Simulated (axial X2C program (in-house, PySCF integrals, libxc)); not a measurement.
## Spectroscopic constants of HfTe

Computed with an in-house relativistic program for diatomic molecules. Spin-free means the one-electron spin-free X2C Hamiltonian; two-component (2c) means X2C with spin–orbit coupling and atomic mean-field two-electron Coulomb and Gaunt terms, so the difference of the two also holds small scalar two-electron terms. Basis: Hf dyall-cv3z [13s14p9d7f4g], Te dyall-cv3z [11s12p8d4f1g] (cores contracted in-house); Gaussian nuclei, density fitting, unrestricted open shells. Masses: Hf 179.947 u, Te 129.906 u.

Input file and command:
```json
{"zs": [72, 52], "q": 0, "bas": ["dyall-cv3z", "dyall-cv3z"], "levels": ["PBE0", "HF", "TPSSh", "PW91", "BP86"], "cc": true, "r0": 2.56, "thr": -1.0, "nmax": 140}
```
```bash
python so2c.py task.json out
```

Keys: zs atomic numbers; q charge; bas basis sets; levels methods; cc coupled cluster on or off; r0 starting distance in Å; thr threshold in hartree for freezing inner shells (an s shell follows its p shell); nmax most natural virtual spinors. HF also brings MP2.

State, spin-free: M_S = 0, Λ = 0 (closed shell); electrons by block: σα: 24, σβ: 24, π+α: 13, π+β: 13, π-α: 13, π-β: 13, δ+α: 5, δ+β: 5, δ-α: 5, δ-β: 5, φ+α: 1, φ+β: 1, φ-α: 1, φ-β: 1. Fragments: Hf + Te.

State, 2c: Ω = 0 (closed shell); electrons by block: 1/2: 37, -1/2: 37, 3/2: 18, -3/2: 18, 5/2: 6, -5/2: 6, 7/2: 1, -7/2: 1. Fragments: Hf + Te.

```
Hamiltonian    level  Re (Å)  ωe (cm⁻¹)  αe (cm⁻¹)  De (eV)  D0 (eV)  μ (D)
  spin-free     PBE0   2.499      264.7   6.08e-05     4.36     4.34  -4.18
  spin-free       HF   2.525      270.8   5.25e-05     1.90     1.89  -5.80
  spin-free      MP2   2.532      261.9    5.5e-05     4.35     4.33    n/a
  spin-free     CCSD   2.534      262.2   5.54e-05     3.88     3.87    n/a
  spin-free  CCSD(T)   2.552      250.3   6.13e-05     4.27     4.26    n/a
  spin-free    TPSSh   2.506      259.3    6.3e-05     4.47     4.46  -4.07
  spin-free     PW91   2.519      250.6   6.63e-05     4.77     4.76  -3.65
  spin-free     BP86   2.522      249.2   6.67e-05     4.70     4.69  -3.62
         2c     PBE0   2.503      261.3   6.29e-05      n/a      n/a  -4.10
         2c    TPSSh   2.509      256.3   6.49e-05      n/a      n/a  -4.00
         2c     PW91   2.523      247.3   6.84e-05      n/a      n/a  -3.57
         2c     BP86   2.526      245.8   6.89e-05      n/a      n/a  -3.54
```

Correlated methods: 10 electrons correlated (number of frozen shells: Hf 5 s, 4 p, 2 d, 1 f; Te 4 s, 3 p, 2 d), 366 virtual spin orbitals or spinors in MP2, 138 natural virtuals in coupled cluster.

Dipoles are positive if Te is the positive end.

Occupations by symmetry block were frozen at the best pattern of an incomplete PBE0 search. Closed shells are restricted here (equal orbitals for both partners); the stretched side of such a curve lies too high. De is counted from the lowest determinant-based energies of the atoms at the same level, without counterpoise correction. De is not given where an atomic determinant may have missed its ground term or J level, or where the truncated virtual space spoils (T). CCSD and (T) use frozen natural virtuals with an MP2 correction for the truncation; (T) itself is uncorrected, so its De runs slightly low. PBE0 can misorder states that lie within some tenths of an eV, so this need not be the ground state of the molecule. The nearest other spin-free determinant of the search, M_S = 1, Λ = 2, lies 0.40 eV up at the distance of the search. The functionals have no current-density term, which raises determinants with orbital currents, atoms included. The outer-core s and p shells of the metal are frozen in the correlated rows, which leaves out core–valence correlation; for alkali and alkaline-earth bonds that tends to lengthen them. Some points did not converge and are left out. The T1 diagnostic is large, a sign of multireference character. With the outer-core shells frozen, correlated bond lengths of heavy atoms tend to come out a few hundredths of an ångström too long.

No reliable constants came from CCSD (2c), CCSD(T) (2c), HF (2c), MP2 (2c): no minimum in range, unconverged points, a curve that is not smooth, a change of character along it, or the two Hamiltonians disagreeing along it.

Rough cost a point (2c) on 2 thread(s) of a shared host, integrals apart: PBE0 4 s, TPSSh 6 s, PW91 4 s, BP86 5 s.
